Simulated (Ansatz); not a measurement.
The cluster Ta₂O₇H₄, relaxed as a singlet with RKS PBE-D4/def2-SVP in Ansatz, starting from the GFN2-xTB geometry. Force threshold 0.02 eV/Å.

In the def2 sets Ta takes a core potential; there is no spin–orbit coupling. The structure holds 2 bonds between oxygen atoms, so isomers without such links may lie far lower. The relaxation made no stability test and no search for a lower SCF solution. No other spin state of charge 0 was run. Another isomer (singlet) lies 3.50 eV lower at PBE0-D4/def2-TZVP; other spin states weren't run for this one.

Start:

```tsv
atom	x (Å)	y (Å)	z (Å)
Ta1	0.291	-0.871	-1.279
Ta2	0.000	1.065	0.514
O3	-1.239	2.349	0.209
O4	-1.317	-0.428	-0.746
O5	1.092	0.741	-1.009
O6	-0.015	-0.681	2.219
O7	0.902	-2.581	-0.988
O8	0.946	-0.537	1.209
O9	-0.852	0.410	2.096
H10	0.935	2.222	1.370
H11	0.130	-1.127	-2.949
H12	-1.998	2.937	0.155
H13	1.124	-3.498	-0.801
```

```tsv
step	energy (eV)	largest force component (eV/Å)	SCF passes
1	-17477.2303	3.856	29
2	-17478.7388	1.047	34
3	-17478.8604	0.805	28
4	-17478.8900	1.070	28
5	-17478.9624	0.981	28
6	-17479.0062	0.279	29
7	-17479.0092	1.118	28
8	-17479.0501	0.586	30
9	-17479.0819	0.324	29
10 (rejected)	-17479.0799	1.045	27
11	-17479.1064	0.243	29
13	-17479.1261	0.512	30
15	-17479.1495	0.231	30
17	-17479.1591	0.191	30
19	-17479.1643	0.280	30
21	-17479.1699	0.088	24
23	-17479.1720	0.092	24
25	-17479.1733	0.069	25
27	-17479.1745	0.092	23
29 (rejected)	-17479.1745	0.082	24
31	-17479.1750	0.028	25
33	-17479.1751	0.004	24
```

Force components are those of the run's own axes.

End:

```
atom   x (Å)   y (Å)   z (Å)
 Ta1   0.231  -1.187  -1.212
 Ta2   0.026   1.514   0.694
  O3  -1.307   2.833   0.608
  O4  -1.454  -1.529  -1.420
  O5   0.389   0.898  -1.015
  O6  -0.112  -0.719   2.169
  O7   1.175  -2.814  -0.917
  O8   0.623  -0.490   0.932
  O9  -0.610   0.593   2.359
 H10   1.488   2.387   1.188
 H11   0.747  -0.959  -2.909
 H12  -2.164   3.233   0.393
 H13   0.967  -3.762  -0.869
```

Bonds lost: Ta2–O4 (atoms count from 1).

No frequencies were taken in this run, so the end may be a saddle point.

Run time 2.3 min (4 threads of Arm Neoverse N1 on a shared host).
